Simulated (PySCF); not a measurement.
C3H8NO, SMILES C[NH+](C)C=O, charge +1. Atoms are numbered in the order given.

```xyz
13

C     -0.4511     1.6115    -0.3137
N     -0.2545     0.3170     0.4071
C     -1.3207    -0.6837     0.1297
C      1.1395    -0.2333     0.1054
O      1.2653    -1.3005    -0.3613
H     -0.4518     1.4138    -1.3933
H      0.3610     2.3034    -0.0545
H     -1.4138     2.0411    -0.0108
H     -0.2569     0.5239     1.4169
H     -1.3144    -0.9167    -0.9415
H     -1.1171    -1.5959     0.7023
H     -2.2844    -0.2505     0.4222
H      1.9304     0.4987     0.3715
```
Charge +1, spin multiplicity 1.

Geometry: PBE0-D3(BJ)/def2-SVP. The isomer is the one that the SMILES or the coordinates give; other isomers of the formula were not compared. One conformer was computed; it need not be the lowest.

Vertical ionisation energy (IE) and electron affinity (EA) in eV. Rows of orbital energies are one-electron estimates. Where ΔSCF, EOM or ADC give a negative EA the extra electron is unbound and the value depends on the basis.

```tsv
level	IE	EA
−ε(HOMO), −ε(LUMO), B3LYP/def2-TZVP (PySCF)	[?]	[?]
−ε(HOMO), −ε(LUMO), PBE/def2-TZVP (PySCF)	12.64	7.95
```

### Question
Fill in the missing entries. (An estimate is asked for; the answer gives what the named calculation found.)

### Answer

- −ε(HOMO), −ε(LUMO), B3LYP/def2-TZVP (PySCF), IE: 14.01
- −ε(HOMO), −ε(LUMO), B3LYP/def2-TZVP (PySCF), EA: 6.98
